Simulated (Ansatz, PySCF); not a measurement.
Reaction R1 + R2 → P1 + P2, each structure at its B3LYP-D3(BJ)/def2-TZVP stationary point, reached from a drawn start (curvature not checked).
R1, C3H9Al (SMILES [CH3][Al]([CH3])[CH3]) (charge 0, multiplicity 1):
```xyz
13

C     -0.5724     1.8614     0.2422
Al    -0.0012     0.0001    -0.0003
C      1.9053    -0.4569     0.0735
C     -1.3343    -1.4044    -0.3160
H     -0.1230     2.5090    -0.5184
H     -0.2350     2.2525     1.2079
H     -1.6552     1.9938     0.1906
H      2.2556    -0.8041    -0.9050
H      2.0904    -1.2813     0.7697
H      2.5410     0.3804     0.3696
H     -0.8935    -2.3717    -0.5666
H     -2.0220    -1.1291    -1.1219
H     -1.9558    -1.5497     0.5748
```
P1, C2H6AlF (SMILES [CH3][Al]([CH3])[F]) (charge 0, multiplicity 1):
```xyz
10

C     -1.7197    -0.3666     0.0483
Al    -0.0468     0.6166    -0.1064
C      1.7563    -0.1028     0.0353
F     -0.1730     2.2513    -0.3934
H     -2.2321    -0.1090     0.9806
H     -1.5706    -1.4484     0.0435
H     -2.4060    -0.1125    -0.7637
H      2.2233    -0.1635    -0.9530
H      2.3965     0.5413     0.6434
H      1.7719    -1.1065     0.4656
```
P2: CH4 (SMILES C), charge 0, multiplicity 1.
R2: HF (SMILES F), charge 0, multiplicity 1.

P less R. No zero-point or thermal terms.

Frozen-core correlation throughout.

The values were computed with Ansatz (a quantum-chemistry and plane-wave program); PySCF for the D3/D4 terms. All values are computed, each at the level named.

```
level                        reaction energy (eV)
---------------------------  --------------------
BLYP/def2-TZVPP                            -2.255
revPBE-D3(BJ)/def2-TZVPP                   -2.027
revPBE-D4/def2-TZVPP                       -2.028
B3LYP-D4/def2-TZVPP                        -2.187
BHLYP-D4/def2-TZVPP                        -2.224
CAM-B3LYP-D3(BJ)/def2-TZVPP                -2.221
MP2/cc-pV(D+d)Z                            -2.224
SCS-MP2/cc-pV(D+d)Z                           [?]
CCSD(T)/cc-pV(T+d)Z                           [?]
```

### Question
Complete the blanks.

### Answer

- SCS-MP2/cc-pV(D+d)Z, reaction energy (eV): -2.269
- CCSD(T)/cc-pV(T+d)Z, reaction energy (eV): -2.148
